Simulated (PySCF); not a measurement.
## Working out the ionisation energy of Xe+

Xe+ [Kr] 4d10 5s2 5p5 (2P) → Xe(2+) [Kr] 4d10 5s2 5p4 (3P). Computed with PySCF 2.14 in aug-cc-pVDZ-PP with ECP28MDF, with scalar relativity through the core potential. Frozen: 4s2 4p6 4d10. Energies in hartree (1 hartree = 27.21139 eV):

| part | Xe+ (lower) | Xe(2+) (upper) |
| --- | --- | --- |
| UHF | -327.865723 | -327.126718 |
| CCSD correlation | -0.093857 | -0.075521 |
| (T) | -0.001151 | -0.000803 |

Q: What does Hartree-Fock give?

A: (-327.126718) − (-327.865723) = 0.739005 hartree = 20.109 eV.

Q: What do CCSD and CCSD(T) give?

A: The CCSD correlation energies differ by 0.018336 hartree = 0.499 eV and the triples by 0.000348 hartree = 0.009 eV, so CCSD gives 20.608 eV and CCSD(T) 20.617 eV.

Reference: 20.975 eV (semi-empirical (NIST evaluation); NIST Atomic Spectra Database, ionization energies), between the lowest levels; spin-orbit coupling is absent from the calculation.

A double-zeta basis recovers only part of the correlation energy.

What remains against the reference includes basis incompleteness, the frozen core and higher excitations.
